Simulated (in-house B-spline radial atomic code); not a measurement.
Settings and results of a run for Ba6+. Method: scalar-relativistic (X2C) PBE0, spin-polarised, spherical fractional occupations, exact exchange averaged over the configuration, Fermi nucleus of rms radius 4.8378 fm. Calculated with a B-spline radial code for spherical atoms.

Command:
```bash
python run_scf.py task.json out
```
Settings (nuclear radius in fm, mass in u):
```
Z                56
configuration    [Kr] 4d10 5s2 5p2
hamiltonian      x2c
method           pbe0
spin_polarised   True
nucleus          fermi
rms_radius       4.8378
atomic_mass      137.90525
speed_of_light   137.035999084
exact_exchange   averaged over the configuration
```

Output (hartree, bohr):
```
 radial grid: 68 intervals, B-splines of order 8, outer radius 21.6418 bohr

 iter        energy (Eh)    residual
    1       -8100.343155    1.15e+00
    2       -8117.955644    6.89e-01
    3       -8125.416295    1.77e-01
    4       -8125.913552    4.72e-02
    5       -8125.937831    2.20e-02
    6       -8125.945939    2.83e-03
    7       -8125.945979    1.90e-04
    8       -8125.945980    2.21e-05
    9       -8125.945980    5.55e-07

 total energy                     -8125.94598
 kinetic                            8676.8290
 electron-nucleus                 -19637.1680
 Hartree                            3031.8167
 exact exchange                      -48.6580
 exchange-correlation               -148.7656

 orbital      occ     eigenvalue          <r>       <r^2>       <1/r>       r_max
 1s up      1.000     -1373.0295    0.0249385 0.000854134     64.1156     0.01566
 1s down    1.000     -1373.0227    0.0249384 0.000854129     64.1158     0.01566
 2s up      1.000      -220.2392     0.109145   0.0141169     14.6579     0.09274
 2s down    1.000      -220.2358     0.109144   0.0141166     14.6579     0.09274
 2p up      3.000      -197.9030    0.0958559    0.011232     13.3582     0.07427
 2p down    3.000      -197.8967    0.0958572   0.0112323     13.3579     0.07427
 3s up      1.000       -48.9937     0.291268   0.0970791     5.20931      0.2663
 3s down    1.000       -48.9873     0.291262   0.0970722     5.20919      0.2663
 3p up      3.000       -41.7659      0.28923    0.097078      4.8233      0.2604
 3p down    3.000       -41.7577     0.289236   0.0970797     4.82303      0.2604
 3d up      5.000       -31.1755     0.266299   0.0836878     4.53948      0.2151
 3d down    5.000       -31.1698     0.266285   0.0836773     4.53962      0.2151
 4s up      1.000       -11.8703     0.672666    0.510365     2.12109      0.6247
 4s down    1.000       -11.8547     0.672663    0.510208     2.12028       0.625
 4p up      3.000        -9.5019     0.713333    0.578288      1.9299      0.6528
 4p down    3.000        -9.4846     0.712923    0.577279     1.92994      0.6532
 4d up      5.000        -6.0096     0.793651    0.729327     1.66429      0.6939
 4d down    5.000        -5.9919     0.790729    0.723028     1.66884      0.6938
 5s up      1.000        -3.6736      1.52419     2.58547     0.87417       1.424
 5s down    1.000        -3.5459      1.52071      2.5782    0.879373       1.415
 5p up      2.000        -3.0085      1.68339     3.16079    0.779496       1.566

 Slater integrals (Eh)
   F0(5s up,5s up)               0.589055
   F0(5s up,5s down)             0.589704
   F0(5s up,5p up)               0.558417
   G1(5s up,5p up)               0.381343
   F0(5s down,5s down)           0.590362
   F0(5s down,5p up)             0.558890
   F0(5p up,5p up)               0.533383
   F2(5p up,5p up)               0.292465
```

Time taken, with all properties: 0.4 s on 1 thread of Intel(R) Xeon(R) 6975P-C, with other jobs on the host.

One-electron X2C: radii and densities carry no picture-change correction, so inner-shell <1/r> comes out high (for 1s by about 2 % at Z = 33, 5 % at 54, 10 % at 75, 30 % at 118) and <r> low.
